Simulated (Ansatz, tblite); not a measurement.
Isomers of Li$_{5}$Br$_{4}$ (doublet), found by a short tight-binding search and relaxed with PBE-D4/def2-SVP in Ansatz.

The xTB rows come from tblite. LC-ωPBE has ω = 0.4 bohr⁻¹. Correlated methods freeze 36 core orbitals; core or outer-core shells of Li, Br are correlated, in sets that lack core-valence functions.

Run but left out: B97M-V/def2-TZVP (A: an occupied level 1.06 eV above an empty one).

Other spin states weren't relaxed.

A:

```xyz
9

Li   -2.1379   -2.5560    1.8725
Li    1.2416   -0.5736    0.5054
Li   -0.3131    1.5342   -1.7425
Li    2.5054    2.6097   -0.4210
Li   -1.6255   -1.2079   -0.5904
Br    1.0176    3.4313   -2.0300
Br   -3.7083   -1.4599    0.5762
Br    3.0185    0.8708    1.0448
Br    0.0017   -2.6485    0.7850
```

B:

```xyz
9

Li   -0.3290   -0.6827    1.8831
Li    2.5296   -1.0049    0.2375
Li    0.7702    1.7890    0.5677
Li   -2.0104    0.9172    0.0447
Li    0.0178   -0.8516   -1.5880
Br    2.1464   -1.9283   -1.8443
Br   -1.0359    1.6482    2.2339
Br   -0.3334    1.6593   -1.6186
Br   -1.7553   -1.5462    0.0840
```

C:

```xyz
9

Li   -1.9303   -1.2934   -0.4332
Li    0.5360   -1.6307    1.0650
Li    0.8049    0.3475   -1.7462
Li   -1.5706    1.6197   -0.4938
Li    1.1442    1.4853    0.8960
Br    0.4848    2.7585   -1.1135
Br   -0.8667   -3.2960    0.1529
Br    2.4080   -0.4269   -0.0007
Br   -1.0103    0.4359    1.6735
```

D:

Cartesian coordinates in Å:
```
Li -0.6497 -0.9791 -1.5930
Li 2.1369 0.0984 -1.2008
Li 1.1137 -0.4167 1.5873
Li -2.0854 -1.4963 1.4085
Li 0.3535 2.2674 -0.5788
Br 0.3553 1.0743 -2.6582
Br 2.2607 1.6648 0.7431
Br -0.6654 -0.7342 3.1032
Br -2.8195 -1.4787 -0.8112
```

E:

```xyz
9

Li    2.035   -0.049   -0.437
Li    0.013    1.839   -2.073
Li   -1.287   -1.392   -0.806
Li   -1.079    0.499    1.386
Li    0.517   -2.004    1.490
Br   -1.920   -1.854    1.554
Br    1.336    0.290    1.943
Br    2.317    1.615   -2.127
Br   -1.933    1.055   -0.930
```

Question: Estimate which lies lowest at each level, and how far above it the others are (eV).

Answer: 
```csv
level,A,B,C,D,E
GFN1-xTB,0.17,0.00,0.05,0.19,0.08
GFN2-xTB,0.21,0.00,0.07,0.40,0.13
HF/STO-3G,1.19,0.00,0.25,0.87,0.20
HF/def2-TZVP,0.26,0.00,0.14,0.29,0.08
PBE-D4/def2-SVP,0.64,0.00,0.07,0.37,0.08
PBE-D4/def2-TZVP,0.54,0.00,0.06,0.31,0.06
revPBE-D4/def2-TZVP,0.46,0.00,0.08,0.25,0.04
r2SCAN-D4/def2-TZVP,0.58,0.00,0.07,0.39,0.09
PBE0-D4/def2-SVP,0.63,0.00,0.08,0.40,0.10
PBE0-D4/def2-TZVP,0.55,0.00,0.07,0.34,0.07
LC-ωPBE/def2-TZVP,0.54,0.00,0.09,0.40,0.11
RPA@PBE/def2-TZVP,0.44,0.00,0.09,0.36,0.07
MP2/def2-TZVP,0.50,0.00,0.08,0.40,0.09
```
Point groups (tolerance 0.1 Å): A not assigned, B Cs, C not assigned, D not assigned, E not assigned. Lower isomers may exist.
